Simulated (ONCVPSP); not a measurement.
# Zr: one change to an ONCV potential, before and after

| Quantity | Value |
| --- | --- |
| Element | Zr (Z = 40) |
| Generator | ONCVPSP 4.0.1 |
| Type | optimised norm-conserving Vanderbilt (ONCV) |
| Functional | LDA (Perdew-Wang 92) |
| Relativity | scalar-relativistic |
| Frozen core | [Ar] 3d10 |
| Valence charge | 12 |
| Reference configuration | 4s2 4p6 4d2 5s1.5 5p0.5 |
| Partial waves | 4s+5s: rc 2.35 bohr, ncon 3, nbas 6, qcut 5 1/bohr, 2 projectors; 4p+5p: rc 2.55 bohr, ncon 4, nbas 8, qcut 4.7 1/bohr, 3 projectors, debl 1.4 Ha; 4d: rc 3.10 bohr, ncon 3, nbas 7, qcut 5.6 1/bohr, 1 projector |
| Local potential | polynomial inside 1.70 bohr (lpopt 5, dvloc0 0 Ha) |
| Core correction | Teter function, fcfact 3.25, rcfact 1.3 |

Change: functional PBE.

Cutoffs: the cutoffs (Ha) at which the residual kinetic energy of the hardest occupied pseudo-wave falls to 1 and 0.1 mHa per electron; they do not see the model core or the augmentation charge, which bear on the density cutoff. Errors are all-electron minus pseudo energies relative to the spin-unpolarised reference configuration.

Task: Predict the effect on cutoff, ghosts and configuration errors.

Result: The potential gets neither clearly harder nor softer (9.5 Ha and 11 Ha → 9.6 Ha and 11 Ha); the bound ghost in p disappears; of the 4 tests that both files solve, the error grows in 2 and shrinks in 0 by more than 15 % and 0.3 meV (median size 6.4 → 8.3 meV).

```csv
quantity,base,changed
"cutoff, loose",9.5 Ha,9.6 Ha
"cutoff, tight",11 Ha,11 Ha
loose cutoff by channel,"s 4.9 Ha, p 8.6 Ha, d 9.5 Ha","s 4.9 Ha, p 8.6 Ha, d 9.6 Ha"
bound ghosts,p,none
GHOST(+) flags under 300 eV,none,none
"error for 4s2 4p6 4d2 5s2 5p0, meV [ΔE -1.54 → -1.50 eV]",-0.2,-0.2
"error for 4s2 4p6 4d2 5s1 5p0, meV [ΔE 5.81 → 5.63 eV]",-1.2,-1.3
"error for 4s2 4p6 4d2 5s0 5p0, meV [ΔE 19.04 → 18.58 eV]",-12,-15
"error for 4s2 4p6 4d3 5s0 5p0, meV [ΔE 6.26 → 6.02 eV]",+13,+17
s: phases at 2.39 bohr within 0.05 rad from the reference energy up to (Ha; the scan ends near 5),2.8,2.8
p: phases at 2.58 bohr within 0.05 rad from the reference energy up to (Ha; the scan ends near 5),3.9,4.2
d: phases at 3.15 bohr within 0.05 rad from the reference energy up to (Ha; the scan ends near 5),0.4,0.5
"rms error of d²Exc/dni dnj with the model core, mHa",0.98,0.98
```

 A true bound ghost makes a file unfit for plane-wave use even where its test errors are small: the radial tests pick states by their node count and pass the ghost by.
